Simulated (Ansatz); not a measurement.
Species: C₅H₅S, net charge 0, doublet state. It need not be the lowest isomer of its formula. SMILES: Cc1cc[c]s1
Structure (B3LYP-D3(BJ)/def2-TZVP (Ansatz, a quantum-chemistry and plane-wave program) minimum search):
```
C
C 1 1.3645
H 2 1.0822 1 122.62
C 2 1.4373 3 123.01 1 180.00
C 4 1.3477 2 109.44 3 -180.00
H 4 1.0795 5 125.91 2 180.00
C 1 1.4933 2 128.62 3 0.00
H 7 1.0908 1 109.36 2 0.00
H 7 1.0922 8 107.90 1 -121.98
H 7 1.0922 8 107.90 9 -116.04
S 5 1.7034 4 115.56 6 -180.00
```
Charge 0, spin multiplicity 2.

Parts of the frozen-core correlation energy in 6-31G* (Ansatz, hartree). Frozen orbitals: 10; correlated occupied orbitals by spin: 16 and 15; virtual: 78 and 79. UHF or UKS for open shells. Spin-orbit coupling is left out. No relativistic terms.

| term | value |
|---|---|
| reference (HF) | -589.67967 |
| MP2 opposite-spin | -0.52080 |
| MP2 same-spin | -0.18898 |
| CCSD correlation | -0.77684 |
| (T) | -0.03433 |
| T1 diagnostic | 0.040 |
| largest doubles amplitude | 0.074 |
| <S^2> of the reference | 1.175 |
